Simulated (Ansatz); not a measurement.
Gas-phase electronic energies from Ansatz, PBE0-D4/def2-TZVP geometries. CCSD(T)/CBS is the MP2 limit (def2-TZVPP, def2-QZVPP) plus CCSD(T) − MP2 in def2-TZVPP, frozen cores. This one scheme is used for every species. Functionals use def2-TZVPP. HSE06 is defined as in plane-wave codes. For Br outer-core shells are correlated without core-valence functions, which leaves a few kJ/mol of doubt a bond. Scalar relativity is left out up to krypton. One conformer a species, not always the lowest.

`N[SiH](O)[SiH3]` + HBr → `N[SiH]([SiH3])Br` + H₂O  (ligand exchange at the Si–O bond)

```csv
level,ΔE (eV)
HSE06-D4,-0.16
revPBE,-0.15
MP2/def2-SVP,-0.10
MP2/def2-TZVPP,-0.11
```

Task: What does CCSD(T)/CBS give? (Estimate.)

Result: Ansatz gave: -0.12 eV. The listed levels differ from it by -0.04, -0.03, 0.02, 0.01 eV.

Largest T1 diagnostic among the species: 0.012.

In def2-TZVPP, CCSD(T) changes the Hartree–Fock value by −0.05 eV (the triples alone add −0.02 eV) and MP2 by −0.11 eV. Leaving LDA and LC-ωPBE aside and taking each functional with its dispersion term where it has one, the values, not all of them listed here, spread over 0.18 eV, from revPBE-D4 to CAM-B3LYP-D4. LDA lies +0.07 eV from PBE without D4. The D4 term adds −0.05 eV with B3LYP and −0.03 eV with PBE0; it sums over pairs of atoms, weighted by their polarisabilities, and B3LYP, whose exchange is more repulsive, gets the larger term.

B3LYP here is the variant with VWN-RPA as its local correlation; programs differ in this.

CCSD(T)/CBS has its own doubt, a few kJ/mol and more with outer-core shells, so smaller differences from it don't rank the levels.
